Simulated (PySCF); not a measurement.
C5H6O2.
SMILES with atom numbers: `[CH3:1][O:2][c:3]1[cH:4][cH:5][cH:6][o:7]1` (hydrogens: H8, H9, H10 on C1; H11 on C4; H12 on C5; H13 on C6)

Structure used (PBE0-D3(BJ)/def2-SVP), in Å, numbered top down from 1:
```
atom  x, y, z in Å
C1    -2.0426    0.4434    0.2914
O2    -1.1403   -0.6302    0.4339
C3     0.1515   -0.3442    0.5319
C4     1.2332   -1.1678    0.6676
C5     2.3619   -0.2864    0.7228
C6     1.8812    0.9805    0.6178
O7     0.5203    0.9456    0.4999
H8    -2.0011    1.1237    1.1574
H9    -1.8365    1.0258   -0.6212
H10   -3.0420   -0.0024    0.2236
H11    1.2144   -2.2523    0.7197
H12    3.4073   -0.5692    0.8289
H13    2.3339    1.9669    0.6079
```

Method: PBE0-D3(BJ)/def2-SVP geometry optimisation, gas phase (PySCF 2.14.0).

Take the most abundant isotopes and a rigid rotor. The values belong to one conformer with, in the numbering `[CH3:1][O:2][c:3]1[cH:4][cH:5][cH:6][o:7]1`, C1–O2–C3–C4 180°.

Question: What are A, B and C (GHz)?

Answer: Ia = 66.73, Ib = 230.74, Ic = 294.25 u·Å²; 505379 MHz·u·Å²/I gives 7573, 2190 and 1718 MHz, that is A = 7.5732, B = 2.1902, C = 1.7175 GHz.

Question: Classify the top.

Answer: An asymmetric top: κ = (2 × 2190 − 7573 − 1718)/(7573 − 1718) = -0.84.

Question: Is it planar, by Δ = Ic − Ia − Ib?

Answer: Not planar: Δ = Ic − Ia − Ib = -3.23 u·Å². For a rigid frame Δ = −2 Σ m c², so Σ m c² = 1.61 u·Å² lies off the ab plane, practically all of it from hydrogen. The atom farthest from that plane is 0.90 Å away.

Question: Where do the levels up to J = 2 lie, in MHz?

Answer: Above 0(0,0):
J = 1: 1(0,1) 3908, 1(1,1) 9291, 1(1,0) 9763
J = 2: 2(0,2) 11693, 2(1,2) 16633, 2(1,1) 18052, 2(2,1) 34200, 2(2,0) 34230
Those of J = 1 are B + C, A + C and A + B.

Question: Which lines would a microwave search look for?

Answer: The dipole components are |μa| = 0.66 D, |μb| = 0.99 D, |μc| = 0.00 D; the mirror of this Cs structure is the ab plane, so μc vanishes by symmetry (the 0.01 D computed is a residue) and there are no c-type lines. The squared components, which scale the intensities, stand as 0.44 : 1.00 (a : b). Some lines, for components of 0.1 D or more:

```json
{"type": "a", "branch": "Q", "J(Ka,Kc)": "1(1,0) ← 1(1,1)", "MHz": "473", "lower level (cm⁻¹)": "0.310"}
{"type": "a", "branch": "Q", "J(Ka,Kc)": "2(1,1) ← 2(1,2)", "MHz": "1418", "lower level (cm⁻¹)": "0.555"}
{"type": "b", "branch": "R", "J(Ka,Kc)": "2(0,2) ← 1(1,1)", "MHz": "2403", "lower level (cm⁻¹)": "0.310"}
{"type": "a", "branch": "R", "J(Ka,Kc)": "1(0,1) ← 0(0,0)", "MHz": "3908", "lower level (cm⁻¹)": "0.000"}
{"type": "b", "branch": "Q", "J(Ka,Kc)": "1(1,0) ← 1(0,1)", "MHz": "5856", "lower level (cm⁻¹)": "0.130"}
{"type": "b", "branch": "Q", "J(Ka,Kc)": "2(1,1) ← 2(0,2)", "MHz": "6358", "lower level (cm⁻¹)": "0.390"}
{"type": "a", "branch": "R", "J(Ka,Kc)": "2(1,2) ← 1(1,1)", "MHz": "7343", "lower level (cm⁻¹)": "0.310"}
{"type": "a", "branch": "R", "J(Ka,Kc)": "2(0,2) ← 1(0,1)", "MHz": "7786", "lower level (cm⁻¹)": "0.130"}
{"type": "a", "branch": "R", "J(Ka,Kc)": "2(1,1) ← 1(1,0)", "MHz": "8288", "lower level (cm⁻¹)": "0.326"}
{"type": "b", "branch": "R", "J(Ka,Kc)": "1(1,1) ← 0(0,0)", "MHz": "9291", "lower level (cm⁻¹)": "0.000"}
{"type": "b", "branch": "R", "J(Ka,Kc)": "2(1,2) ← 1(0,1)", "MHz": "12726", "lower level (cm⁻¹)": "0.130"}
{"type": "b", "branch": "Q", "J(Ka,Kc)": "2(2,0) ← 2(1,1)", "MHz": "16179", "lower level (cm⁻¹)": "0.602"}
{"type": "b", "branch": "Q", "J(Ka,Kc)": "2(2,1) ← 2(1,2)", "MHz": "17567", "lower level (cm⁻¹)": "0.555"}
{"type": "b", "branch": "R", "J(Ka,Kc)": "2(2,1) ← 1(1,0)", "MHz": "24437", "lower level (cm⁻¹)": "0.326"}
{"type": "b", "branch": "R", "J(Ka,Kc)": "2(2,0) ← 1(1,1)", "MHz": "24940", "lower level (cm⁻¹)": "0.310"}
```

Whether it is a minimum is left open (no frequencies). These are rigid-rotor constants of the computed structure; measured ground-state constants (B0) also hold zero-point vibration. A rigid rotor knows nothing of internal rotation, which can split or shift real lines.
